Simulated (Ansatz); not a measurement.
`C=C[SiH](F)N[SiH2]F` + `O[SiH2][SiH2]Cl` → `O[SiH2][SiH2]F` + `C=C[SiH](F)N[SiH2]Cl`  (redistribution)

Isolated molecules relaxed with PBE0-D4/def2-TZVP in Ansatz; ΔE leaves out vibrations. CCSD(T)/CBS adds triple-zeta CCSD(T) − MP2 to the extrapolated MP2 energy (def2 sets, frozen cores). This one scheme is used for every species. DFT in def2-TZVPP. B3LYP here is the variant with VWN-RPA as its local correlation; programs differ in this. One conformer a species, not always the lowest.

Question: Is it downhill or uphill in electronic energy at CCSD(T)/CBS, and by how much? (Best estimate.)

Answer: The calculation gave: Uphill: ΔE = +0.18 eV.

Question: What do these levels give: PBE-D4, B3LYP-D4, ωB97M-V, PBE, r2SCAN, B3LYP, SCS-MP2/def2-TZVPP, CCSD(T)/def2-TZVPP, HF/def2-QZVPP, MP2/def2-QZVPP, SCS-MP2/def2-QZVPP, HF/CBS(def2)? (An estimate is asked.)

Answer: Ansatz gave: PBE-D4 0.19, B3LYP-D4 0.17, ωB97M-V 0.19, PBE 0.20, r2SCAN 0.20, B3LYP 0.17, SCS-MP2/def2-TZVPP 0.17, CCSD(T)/def2-TZVPP 0.18, HF/def2-QZVPP 0.15, MP2/def2-QZVPP 0.18, SCS-MP2/def2-QZVPP 0.17, HF/CBS(def2) 0.15 eV.

Largest T1 diagnostic among the species: 0.012.
